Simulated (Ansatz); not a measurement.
`[OH][Ti]([F])([SH])[Cl]` and `C[Se][Ti]([OH])([F])[Cl]` differ in one atom or group.

Ansatz, PBE0-D4/def2-TZVP geometries, multiplicity 1. Each molecule was computed in one conformer, which needn't be the lowest.

Scalar relativity is left out up to krypton.

```json
{"property": "LUMO energy (PBE0/def2-TZVPP) / eV", "`[OH][Ti]([F])([SH])[Cl]`": "-2.74"}
{"property": "size of the dipole moment (ωB97M-V/def2-TZVPP) / D", "`[OH][Ti]([F])([SH])[Cl]`": "2.13"}
{"property": "size of the dipole moment (B3LYP/def2-TZVPP) / D", "`[OH][Ti]([F])([SH])[Cl]`": "2.04"}
{"property": "LUMO energy (B3LYP/def2-TZVPP) / eV", "`[OH][Ti]([F])([SH])[Cl]`": "-2.99"}
{"property": "LUMO energy (PBE/def2-TZVPP) / eV", "`[OH][Ti]([F])([SH])[Cl]`": "-3.64"}
{"property": "HOMO energy (PBE0/def2-TZVPP) / eV", "`[OH][Ti]([F])([SH])[Cl]`": "-7.97"}
```

Question: What does the change do to each property? (Best estimate.)

Answer: Computed: 
```csv
property,`C[Se][Ti]([OH])([F])[Cl]`,shift
LUMO energy (PBE0/def2-TZVPP) / eV,-2.56,0.18
size of the dipole moment (ωB97M-V/def2-TZVPP) / D,1.62,-0.51
size of the dipole moment (B3LYP/def2-TZVPP) / D,1.59,-0.45
LUMO energy (B3LYP/def2-TZVPP) / eV,-2.79,0.20
LUMO energy (PBE/def2-TZVPP) / eV,-3.42,0.22
HOMO energy (PBE0/def2-TZVPP) / eV,-7.06,0.91
```

With PBE0 the HOMO rises by 0.91 eV and the LUMO rises by 0.18 eV, so the gap narrows by about 0.73 eV. PBE moves the HOMO by 0.79 eV and ωB97M-V by 0.98 eV. Dipoles are sizes alone; their direction can turn.

B3LYP here is the variant with VWN-RPA as its local correlation; programs differ in this.

Spin–orbit coupling is left out; it splits and shifts lone-pair levels of the heavy atoms by tenths of an eV.
